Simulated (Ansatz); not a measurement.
Process, species as SMILES: OB(O)P [phosphanylboronic acid] → [O-]B(O)P + H+
Structures are relaxed separately at B3LYP-D3(BJ)/def2-TZVP in Ansatz (a first-principles code), one conformer each, not searched for the lowest.

Wanted: gas-phase deprotonation energy (electronic energy difference), in kcal/mol. Correlated levels leave the core frozen unless marked. No spin-orbit coupling. No relativistic terms. Anions need diffuse functions: aug- sets have them; def2-D sets add few; the other sets have none. CBS marks a two-point X^-3 extrapolation of the correlation energy; Hartree-Fock from the larger set. [CCSD(T)-MP2]/basis is that difference in the basis named.

```
level                                                                             program  gas-phase deprotonation energy (kcal/mol)  minus last row
-------------------------------------------------------------------------  --------------  -----------------------------------------  --------------
HF/aug-cc-pV(D+d)Z                                                                 Ansatz                                      362.7             7.6
HF/cc-pV(T+d)Z                                                                     Ansatz                                      367.5            12.4
HF/cc-pVTZ                                                                         Ansatz                                      367.3            12.2
BLYP/def2-TZVPD                                                                    Ansatz                                      349.7            -5.4
revPBE-D3(BJ)/def2-TZVPD                                                   Ansatz + dftd3                                      353.9            -1.2
revPBE-D4/def2-TZVPD                                                       Ansatz + dftd4                                      352.2            -2.9
CAM-B3LYP-D3(BJ)/def2-TZVPD                                                Ansatz + dftd3                                      354.0            -1.1
CAM-B3LYP/def2-TZVPD                                                               Ansatz                                      353.7            -1.4
B2PLYP/def2-TZVPD                                                                  Ansatz                                      352.7            -2.4
MP2/STO-3G                                                                         Ansatz                                      464.9           109.8
RI-MP2/aug-cc-pV(Q+d)Z                                                             Ansatz                                      352.3            -2.8
SCS-MP2/aug-cc-pV(T+d)Z                                                            Ansatz                                      354.9            -0.2
SCS-MP2/cc-pV(T+d)Z                                                                Ansatz                                      360.4             5.3
SCS-MP2/cc-pVTZ                                                                    Ansatz                                      360.3             5.2
SCS-MP2/aug-cc-pV(Q+d)Z                                                            Ansatz                                      354.8            -0.3
CCSD/aug-cc-pV(D+d)Z                                                               Ansatz                                      355.6             0.5
CCSD/cc-pVTZ                                                                       Ansatz                                      362.7             7.6
CCSD(T)/aug-cc-pV(T+d)Z                                                            Ansatz                                      355.4             0.3
CCSD(T)/aug-cc-pV(Q+d)Z                                                            Ansatz                                      355.3             0.2
RI-MP2/CBS(aug-cc-pV(T+d)Z,aug-cc-pV(Q+d)Z)+[CCSD(T)-MP2]/aug-cc-pV(T+d)Z          Ansatz                                      355.0            -0.1
CCSD(T)/CBS(aug-cc-pV(T+d)Z,aug-cc-pV(Q+d)Z)                                       Ansatz                                      355.1             0.0
```
